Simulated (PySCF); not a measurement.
C₆H₁₀N (doublet state).
Cartesian coordinates in Å at the GFN2-xTB level; atoms count from 1:
```
atom  x, y, z in Å
C1     2.9941   -0.1881   -0.2782
C2     1.5701   -0.5919   -0.4111
N3     0.6419    0.1207    0.0396
C4    -0.7158   -0.2742   -0.0980
C5    -1.5279   -0.1903    1.2198
C6    -2.4345    0.7683    0.5487
C7    -1.6289    0.8295   -0.6918
H8     3.5463   -0.9524    0.2670
H9     3.0658    0.7591    0.2475
H10    3.4443   -0.0933   -1.2654
H11    1.3875   -1.5490   -0.9289
H12   -0.8304   -1.2443   -0.6098
H13   -1.9665   -1.1316    1.5652
H14   -0.9403    0.2277    2.0437
H15   -3.3853    1.1787    0.8181
H16   -1.0921    1.7708   -0.8492
H17   -2.1354    0.5719   -1.6271
```

The hyperfine couplings belong to this conformer and change with its torsions.

As a line formula: `C1C(C[CH]1)/N=C/C` [radical].

The calculation used UKS B3LYP, pcH-1 on C H N, non-relativistic, mean-field spin-orbit, GIAO in PySCF. Isolated species at its GFN2-xTB geometry (one conformer only). The geometry wasn't refined by DFT: couplings that depend on bond lengths, twists or pyramidal angles can differ widely from those at the functional's own minimum. No stability test was run, so a lower SCF solution isn't excluded.

Principal values of hyperfine tensors in MHz (contact and dipolar terms together), for some of the nuclei:

| atom | isotope | A1 | A2 | A3 |
| --- | --- | --- | --- | --- |
| H14 | 1H | 128.30 | 129.50 | 141.91 |
| H16 | 1H | 128.30 | 129.49 | 141.90 |
| H13 | 1H | 99.47 | 100.16 | 111.89 |
| H17 | 1H | 99.24 | 99.93 | 111.66 |
| C6 | 13C | 13.82 | 15.20 | 256.32 |
| H15 | 1H | -102.22 | -63.67 | -24.94 |
| C7 | 13C | -38.92 | -35.69 | -33.87 |
| C4 | 13C | 7.17 | 7.26 | 11.75 |

Q: Split each tensor into its isotropic and traceless parts, and turn a_iso into mT with g = 2.0027.

A: a_iso = (A1 + A2 + A3)/3, Ti = Ai − a_iso; 1 mT corresponds to 28.030 MHz.

```csv
atom,a_iso (MHz),a_iso (mT),T1,T2,T3
H14,133.24,4.753,-4.94,-3.74,8.68
H16,133.23,4.753,-4.93,-3.74,8.67
H13,103.84,3.705,-4.37,-3.68,8.05
H17,103.61,3.696,-4.37,-3.68,8.05
C6,95.11,3.393,-81.29,-79.92,161.21
H15,-63.61,-2.269,-38.61,-0.06,38.67
C7,-36.16,-1.290,-2.76,0.47,2.29
C4,8.73,0.311,-1.55,-1.47,3.03
```

Q: What spin density at the nucleus of H16 lies behind its contact coupling (g_N = 5.58569)?

A: a_FC = 800.24 MHz bohr³ × g_N × ρ(0)/(2S). With a_FC = 133.23 MHz and 2S = 1, ρ(0) = 0.02981 bohr⁻³. In magnitude that is 9.4 % of the 1/π = 0.318 of a free hydrogen atom.

Q: C5 (13C, g_N = 1.40482) isn't in the table. Its spin density at the nucleus is -0.03215 bohr⁻³. What is its contact coupling?

A: By the same relation, a_FC = -36.1 MHz. Its full tensor has the principal values -38.91, -35.65, -33.86 MHz.

Q: Name the largest traceless tensor T of the table and describe it.

A: C6: -81.3, -79.9, 161.2 MHz, axial, in the ratio −1:−1:+2, the form that spin in one p orbital centred on that nucleus gives.

Q: What first-order splitting does H16 cause when the field lies along A1, A2 or A3 of its tensor (g taken as isotropic, no quadrupole term)?

A: 2 lines (I = 1/2), spaced by |A_i|/(g × 13.996): 4.58, 4.62, 5.06 mT along the axes of A1, A2 and A3.
